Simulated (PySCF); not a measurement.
CH4ClGeNSi, SMILES Cl[Si@H]1N=[CH][GeH2]1.

The structure is a stationary point at B3LYP-D3(BJ)/def2-SVP. The structure was generated by enumeration; whether it is a known compound was not checked.

These are PBE0/def2-TZVP (PySCF) values and carry that method's errors.

The molecule is in vacuum.

### Question
Estimate the frontier levels, gap, dipole moment and polarisability. (An estimate is asked for; the answer gives what the named calculation found.)

### Answer

```
Item                                                                                                             Value
---------------------------------------------------------------------------------------------  -----------------------
highest occupied level                                                                                        -7.01 eV
lowest empty level                                                                                            -1.35 eV
orbital gap                                                                                                    5.66 eV
dipole moment                                                                                                   2.40 D
quadrupole, principal values (traceless, Buckingham form, about the centre of nuclear charge)   -5.22, -0.06, 5.28 D·Å
mean static polarisability                                                                       86.0 bohr³ (12.74 Å³)
polarisability, principal values                                                               70.3, 79.3, 108.4 bohr³
```
